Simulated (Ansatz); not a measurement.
Two isomers of C8H16: A = `CCC1CCCCC1`, B = `C[C@H]1CC[C@H](C)CC1`.

Gas-phase electronic energies from Ansatz, PBE0-D4/def2-TZVP geometries. CCSD(T)/CBS is the MP2 limit (def2-TZVPP, def2-QZVPP) plus CCSD(T) − MP2 in def2-TZVPP, frozen cores. DFT in def2-TZVPP. B3LYP here is the variant with VWN-RPA as its local correlation; programs differ in this. One conformer a species, not always the lowest.

A:

```xyz
24

C     2.3049   -1.0613   -1.6183
C     1.9267   -0.0410   -0.5577
C     0.5470   -0.2429    0.0579
C     0.3313    0.7086    1.2305
C    -1.0382    0.5395    1.8719
C    -2.1515    0.6980    0.8468
C    -1.9539   -0.2538   -0.3236
C    -0.5804   -0.0828   -0.9579
H     2.2439   -2.0794   -1.2225
H     3.3276   -0.9039   -1.9688
H     1.6503   -1.0064   -2.4909
H     2.6710   -0.0675    0.2465
H     1.9783    0.9697   -0.9822
H     0.4997   -1.2709    0.4493
H     1.1207    0.5611    1.9751
H     0.4365    1.7406    0.8684
H    -1.1652    1.2573    2.6879
H    -1.1040   -0.4589    2.3228
H    -3.1273    0.5323    1.3134
H    -2.1543    1.7305    0.4749
H    -2.7363   -0.1036   -1.0737
H    -2.0589   -1.2868    0.0317
H    -0.4601   -0.7970   -1.7773
H    -0.5080    0.9187   -1.4042
```

B:

```xyz
24

C    -2.0598    0.5170    2.0067
C    -1.0852   -0.0937    1.0154
C    -1.3481    0.3952   -0.4042
C    -0.3615   -0.1883   -1.4039
C     1.0852    0.0937   -1.0154
C     2.0598   -0.5170   -2.0067
C     1.3481   -0.3952    0.4043
C     0.3615    0.1882    1.4039
H    -1.8849    0.1440    3.0194
H    -3.0953    0.2908    1.7391
H    -1.9539    1.6064    2.0315
H    -1.2241   -1.1848    1.0218
H    -1.2745    1.4912   -0.4169
H    -2.3748    0.1519   -0.6976
H    -0.5030   -1.2761   -1.4630
H    -0.5607    0.2033   -2.4071
H     1.2241    1.1847   -1.0218
H     1.8848   -0.1441   -3.0195
H     1.9541   -1.6064   -2.0313
H     3.0954   -0.2905   -1.7392
H     1.2745   -1.4912    0.4169
H     2.3748   -0.1520    0.6976
H     0.5031    1.2760    1.4630
H     0.5607   -0.2034    2.4070
```

Task: Which is lower in electronic energy at CCSD(T)/CBS, and by how much? (Best estimate.)

Result: Computed: B, by 2.6 kcal/mol.

Task: Give E(B) − E(A) in kcal/mol with B3LYP, ωB97M-V, B2PLYP, HF/def2-TZVPP, CCSD(T)/def2-TZVPP, MP2/def2-TZVPP, B3LYP-D4. (An estimate is asked.)

Result: The calculation gave: B3LYP -1.9, ωB97M-V -2.4, B2PLYP -2.3, HF/def2-TZVPP -2.0, CCSD(T)/def2-TZVPP -2.5, MP2/def2-TZVPP -2.9, B3LYP-D4 -2.2. None reverses the order clearly.

Largest T1 diagnostic: 0.009.
